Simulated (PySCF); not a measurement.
**Working out the ionisation energy of Os⁺**

Os⁺ [Xe] 4f14 5d6 6s1 (6D) → Os²⁺ [Xe] 4f14 5d6 (5D). Calculation: PySCF 2.14, in aug-cc-pVDZ-PP with ECP60MDF; scalar relativity through the core potential. Frozen: 5s2 5p6. Energies in hartree (1 hartree = 27.21139 eV):

```json
{"part": "UHF", "Os⁺ (lower)": "-89.825842", "Os²⁺ (upper)": "-89.237927"}
{"part": "MP2 opposite-spin", "Os⁺ (lower)": "-0.041327", "Os²⁺ (upper)": "-0.033110"}
{"part": "MP2 same-spin", "Os⁺ (lower)": "-0.062168", "Os²⁺ (upper)": "-0.041566"}
```

**Question.** What does Hartree-Fock give?

**Answer.** (-89.237927) − (-89.825842) = 0.587915 hartree = 15.998 eV.

**Question.** What do MP2 and SCS-MP2 (6/5 opposite-spin, 1/3 same-spin) give?

**Answer.** The opposite-spin parts differ by 0.224 eV and the same-spin parts by 0.561 eV. MP2: 15.998 + (0.224) + (0.561) = 16.783 eV. SCS-MP2: 15.998 + 1.2 × (0.224) + (0.561)/3 = 16.454 eV.

Reference: 17 ± 1 eV (semi-empirical (NIST evaluation); NIST Atomic Spectra Database, ionization energies), between the lowest levels; spin-orbit coupling is absent from the calculation.

A double-zeta basis recovers only part of the correlation energy.

What remains against the reference includes basis incompleteness, the frozen core and correlation beyond second order.
